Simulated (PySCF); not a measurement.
## Radial density of Sr⁺ (strontium, charge +1)

B3LYP, [Kr] 5s1, 2S determinant. All numbers are calculated (PySCF 2.14, scalar relativity by spin-free X2C-1e, in x2c-SVPall (6s4p5d1f, 50 functions)).

```csv
r (bohr),4πr²ρ (e/bohr),4πr²(ρα − ρβ)
0.0352,45.51,0.0012
0.0593,39.44,0.0002
0.0997,54.14,0.0074
0.168,48.00,0.0022
0.282,34.17,0.0099
0.475,38.03,0.0088
0.798,11.15,0.0344
1.34,7.026,0.0253
2.26,1.950,0.1031
3.80,0.3534,0.3139
6.39,0.06682,0.0667
10.7,0.0001324,0.0001
```

Densities and radii are taken from the X2C orbitals without a picture-change correction, which distorts them close to the nucleus.
